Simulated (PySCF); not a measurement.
SMILES O[SiH2][SiH2]c1cccs1, GFN2-xTB optimised geometry.

```
16

O     -1.42    -3.95     0.22
Si    -0.41    -2.67     0.20
Si    -1.61    -0.72    -0.01
C     -0.42     0.73     0.00
C      0.94     0.73     0.00
C      1.52     2.02     0.00
C      0.58     3.00     0.00
S     -1.02     2.36     0.00
H     -2.09    -4.07     0.89
H      0.42    -2.72     1.42
H      0.42    -3.05    -0.94
H     -2.41    -0.60    -1.24
H     -2.58    -0.47     1.08
H      1.52    -0.17     0.00
H      2.58     2.21     0.00
H      0.72     4.07     0.00
```

Density from B3LYP/def2-TZVP (PySCF) at that geometry.

Minimum of the electron density along straight lines between bonded atoms, close to the bond critical point (lines longer than 1.1 times the sum of covalent radii, or with two minima, are not listed):

```json
[
 {"bond": "O1–Si2", "length / Å": "1.630", "ρ at the minimum / e bohr⁻³": "0.141", "∇²ρ there / e bohr⁻⁵": "___", "position (fraction from the first atom)": "0.59"},
 {"bond": "Si2–Si3", "length / Å": "2.304", "ρ at the minimum / e bohr⁻³": "0.103", "∇²ρ there / e bohr⁻⁵": "-0.20", "position (fraction from the first atom)": "0.48"},
 {"bond": "Si3–C4", "length / Å": "1.874", "ρ at the minimum / e bohr⁻³": "0.117", "∇²ρ there / e bohr⁻⁵": "0.22", "position (fraction from the first atom)": "0.39"},
 {"bond": "C4–C5", "length / Å": "1.364", "ρ at the minimum / e bohr⁻³": "0.332", "∇²ρ there / e bohr⁻⁵": "-0.98", "position (fraction from the first atom)": "0.51"},
 {"bond": "C5–C6", "length / Å": "1.411", "ρ at the minimum / e bohr⁻³": "0.307", "∇²ρ there / e bohr⁻⁵": "-0.89", "position (fraction from the first atom)": "0.50"},
 {"bond": "C6–C7", "length / Å": "1.358", "ρ at the minimum / e bohr⁻³": "0.337", "∇²ρ there / e bohr⁻⁵": "-1.01", "position (fraction from the first atom)": "0.49"},
 {"bond": "C4–S8", "length / Å": "1.734", "ρ at the minimum / e bohr⁻³": "0.211", "∇²ρ there / e bohr⁻⁵": "-0.41", "position (fraction from the first atom)": "0.47"},
 {"bond": "C7–S8", "length / Å": "1.718", "ρ at the minimum / e bohr⁻³": "0.218", "∇²ρ there / e bohr⁻⁵": "___", "position (fraction from the first atom)": "0.48"},
 {"bond": "O1–H9", "length / Å": "0.952", "ρ at the minimum / e bohr⁻³": "0.364", "∇²ρ there / e bohr⁻⁵": "-2.51", "position (fraction from the first atom)": "0.81"},
 {"bond": "Si2–H10", "length / Å": "1.472", "ρ at the minimum / e bohr⁻³": "0.124", "∇²ρ there / e bohr⁻⁵": "___", "position (fraction from the first atom)": "0.49"},
 {"bond": "Si2–H11", "length / Å": "1.460", "ρ at the minimum / e bohr⁻³": "0.127", "∇²ρ there / e bohr⁻⁵": "0.18", "position (fraction from the first atom)": "0.49"},
 {"bond": "Si3–H12", "length / Å": "1.474", "ρ at the minimum / e bohr⁻³": "0.122", "∇²ρ there / e bohr⁻⁵": "0.17", "position (fraction from the first atom)": "0.49"},
 {"bond": "Si3–H13", "length / Å": "1.478", "ρ at the minimum / e bohr⁻³": "0.121", "∇²ρ there / e bohr⁻⁵": "0.17", "position (fraction from the first atom)": "0.49"},
 {"bond": "C5–H14", "length / Å": "1.077", "ρ at the minimum / e bohr⁻³": "0.289", "∇²ρ there / e bohr⁻⁵": "-1.04", "position (fraction from the first atom)": "0.64"},
 {"bond": "C6–H15", "length / Å": "1.076", "ρ at the minimum / e bohr⁻³": "0.290", "∇²ρ there / e bohr⁻⁵": "-1.05", "position (fraction from the first atom)": "0.65"},
 {"bond": "C7–H16", "length / Å": "1.072", "ρ at the minimum / e bohr⁻³": "0.292", "∇²ρ there / e bohr⁻⁵": "-1.07", "position (fraction from the first atom)": "0.65"}
]
```

Question: What belongs in the gaps?

Answer: 
- O1–Si2, ∇²ρ there / e bohr⁻⁵: 0.88
- C7–S8, ∇²ρ there / e bohr⁻⁵: -0.46
- Si2–H10, ∇²ρ there / e bohr⁻⁵: 0.16
